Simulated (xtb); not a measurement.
CH5NO2Si2, SMILES N#CO[SiH2][SiH2]O. All values are semi-empirical tight-binding results from xtb (GFN2-xTB unless named), good for trends rather than for accurate numbers. Geometry: GFN2-xTB. This is a generated structure with no PubChem entry under its InChIKey; it may be hypothetical. Other conformers were not sampled.

Optimised geometry:

```xyz
11

N      3.0749     0.8381    -0.9486
C      2.0943     0.2664    -1.0986
O      1.0286    -0.3579    -1.2926
Si    -0.1959    -0.9899    -0.3480
Si    -1.1754     0.7325     0.8142
O     -2.2027    -0.1095     1.7549
H      0.4334    -2.0621     0.4344
H     -0.9328    -1.6066    -1.4521
H     -0.2759     1.5486     1.6444
H     -1.9326     1.6942    -0.0038
H     -2.7899     0.3033     2.3821
```
Charge 0, spin multiplicity 1.

| Quantity | Result |
|---|---|
| orbital gap | 4.39 eV |
| dipole moment | 5.68 D |
| zero-point energy | 37.2 kcal/mol |
| G − E(el) at 298.15 K (modified RRHO) | 15.7 kcal/mol |
| static polarisability (D4 model) | 81.9 bohr³ |
| solvation energy, GFN2-xTB/ALPB(water) | -9.6 kcal/mol |
| solvation energy, GFN2-xTB/ALPB(ch2cl2) | -7.2 kcal/mol |

Computed atomic charges and the Wiberg bond orders between heavy atoms:
charges (e) N1 -0.32, C2 0.25, O3 -0.32, Si4 0.47, Si5 0.44, O6 -0.50, H7 -0.07, H8 -0.07, H9 -0.09, H10 -0.09, H11 0.30. Bond orders N1–C2 2.65, C2–O3 1.26, O3–Si4 0.89, Si4–Si5 0.82, Si5–O6 1.20.
